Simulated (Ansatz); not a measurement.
Species: CH6Sn, charge 0, multiplicity 1. 
Coordinates optimised at B3LYP-D3(BJ)/def2-TZVP (Ansatz, a first-principles code):
SMILES: [CH3][SnH3]
```xyz
8

C     -1.8547    -0.0417     0.0342
Sn     0.3025     0.0068    -0.0056
H     -2.2499     0.3452    -0.9036
H     -2.2226     0.5704     0.8559
H     -2.1984    -1.0658     0.1706
H      0.8511     1.6166    -0.2202
H      0.9321    -0.6012     1.4683
H      0.8891    -0.9552    -1.2974
```
Charge 0, spin multiplicity 1.

Property: atomisation energy (electronic, to ground-state atoms), in kJ/mol. Correlated levels leave the core frozen unless marked. UHF or UKS for open shells. No spin-orbit coupling. The frozen core is the preceding noble-gas configuration, with the filled d and f shells of earlier blocks. In def2 rows, elements after Kr have scalar-relativistic effective core potentials. The coupled-cluster limit lacks core correlation, which all-electron functionals hold. CBS marks a two-point X^-3 extrapolation of the correlation energy; Hartree-Fock from the larger set. The bracket is a focal-point correction in the basis named.

| level | program | atomisation energy (kJ/mol) |
|---|---|---|
| HF/def2-QZVPPD | Ansatz | 1759.9 |
| SVWN5/def2-TZVPD | Ansatz | 2618.3 |
| BLYP-D3(BJ)/def2-TZVPD | Ansatz + dftd3 | 2317.3 |
| revPBE/def2-TZVPD | Ansatz | 2259.5 |
| B97M-V/def2-TZVPD | Ansatz | 2376.8 |
| PBE0-D4/def2-TZVPD | Ansatz + dftd4 | 2322.9 |
| BHLYP-D3(BJ)/def2-TZVPD | Ansatz + dftd3 | 2313.4 |
| r2SCANh/def2-TZVPD | Ansatz | 2328.0 |
| CAM-B3LYP-D3(BJ)/def2-TZVPD | Ansatz + dftd3 | 2356.2 |
| CAM-B3LYP/def2-TZVPD | Ansatz | 2346.7 |
| MP2/def2-SVPD | Ansatz | 2196.8 |
| MP2/def2-QZVPP | Ansatz | 2298.4 |
| CCSD/def2-QZVPP | Ansatz | 2307.2 |
| RI-MP2/CBS(def2-TZVPPD,def2-QZVPPD)+[CCSD(T)-MP2]/def2-QZVPPD | Ansatz | 2346.2 |
| CCSD(T)/CBS(def2-TZVPPD,def2-QZVPPD) | Ansatz | 2344.5 |
